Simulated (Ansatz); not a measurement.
Cost and result for the atomization energy of AlH7OSi2, SMILES `[AlH2][O][SiH2][SiH3]` (11 atoms, 10 bonds).

Cartesian coordinates in Å:
```
Al -0.682 -2.141 -1.476
O 0.155 -1.085 -0.468
Si 1.012 -0.015 0.410
Si -0.302 1.857 0.926
H -0.457 -2.016 -3.034
H -1.648 -3.191 -0.800
H 1.484 -0.656 1.670
H 2.221 0.422 -0.346
H -1.496 1.461 1.723
H 0.489 2.842 1.715
H -0.777 2.523 -0.320
```

The species carries charge 0 and has multiplicity 1. All single points use the PBE0-D4/def2-TZVP geometry. It is one conformer, not always the lowest. Program: Ansatz. All runs use 4 threads of an Arm Neoverse V1 on a shared host. Times are those of one run each, without the atoms' runs, and a repeat can differ threefold. Electronic energies, without spin–orbit coupling; frozen cores. CCSD(T)/CBS adds CCSD(T) − MP2 in def2-TZVPP to the MP2 limit, and its time is that of the two runs behind it. T1 = 0.013. B3LYP takes the VWN-RPA correlation (the form of Gaussian; ORCA's B3LYP/G).

CCSD(T)/CBS is a level of theory with its own doubt, some kJ/mol a heavy atom from the limit and from the frozen cores, so smaller differences don't rank the functionals.

| level | functions | wall time | atomization (kJ/mol) | difference from CCSD(T)/CBS | per bond |
| --- | --- | --- | --- | --- | --- |
| LDA (SPW92)/def2-TZVPP | 255 | 1.4 s | 3722.4 | 315.6 | 31.6 |
| revPBE-D4/def2-TZVPP | 255 | 2.4 s | 3285.0 | -121.8 | -12.2 |
| CCSD(T)/def2-SVP | 103 | 2.8 s | 3160.6 | -246.2 | -24.6 |
| PBE-D4/def2-TZVPP (with forces) | 255 | 2.9 s | 3336.3 | -70.5 | -7.1 |
| r2SCAN-D4/def2-TZVPP (with forces) | 255 | 5.5 s | 3389.8 | -17.0 | -1.7 |
| B3LYP-D4/def2-TZVPP (with forces) | 255 | 5.5 s | 3384.9 | -21.9 | -2.2 |
| B2PLYP/def2-TZVPP | 255 | 6 s | 3345.8 | -61.0 | -6.1 |
| r2SCANh-D4/def2-TZVPP | 255 | 6 s | 3375.5 | -31.3 | -3.1 |
| B97M-V/def2-TZVPP | 255 | 12 s | 3431.5 | 24.7 | 2.5 |
| ωB97M-V/def2-TZVPP (with forces) | 255 | 14 s | 3392.8 | -14.0 | -1.4 |
| MP2/def2-QZVPP | 477 | 22 s | 3371.0 | -35.8 | -3.6 |
| CCSD(T)/def2-TZVPP | 255 | 110 s | 3315.5 | -91.3 | -9.1 |
| CCSD(T)/CBS(def2) | – | 2.1 min | 3406.8 | 0.0 | 0.0 |

The D4 term adds +37.0 kJ/mol with B3LYP and +19.7 kJ/mol with PBE0; it sums over pairs of atoms, weighted by their polarisabilities, and B3LYP, whose exchange is more repulsive, gets the larger term. At CCSD(T), def2-SVP lies −246.3 kJ/mol from the extrapolated value and def2-TZVPP −91.4 kJ/mol: correlation converges slowly with the basis, and small sets miss more of it in the bonded molecule than in its fragments. Leaving LDA and LC-ωPBE aside and taking each functional with its dispersion term where it has one, the values spread over 146.5 kJ/mol, from revPBE-D4 to B97M-V. LDA lies +409.0 kJ/mol from PBE without D4, its usual overbinding.
